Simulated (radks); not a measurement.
Results of a calculation; reference values are marked as such.
Question: Valence configurations of neutral phosphorus (all share [Ne]). Code: a radial shooting solver on a logarithmic mesh with Libxc functionals. Model: Dirac Kohn-Sham, PBE, spin-unpolarised, spherical densities, finite nucleus; open shells are shared between the two j in proportion to 2j + 1; Fermi nuclear charge, rms radius 3.1889 fm. Order these by energy: 3p5; 3s2 3p3; 3s1 3p4; 3s1.5 3p3.5; 3s0.5 3p4.5.

Answer: From the lowest, in eV above it: 3s2 3p3 0.000; 3s1.5 3p3.5 4.249; 3s1 3p4 8.534; 3s0.5 3p4.5 12.851; 3p5 17.200. NIST lists [Ne] 3s2 3p3 as the ground configuration; this level of theory agrees among the configurations tried. The energies are those of spherical spin-averaged densities, not of single terms.
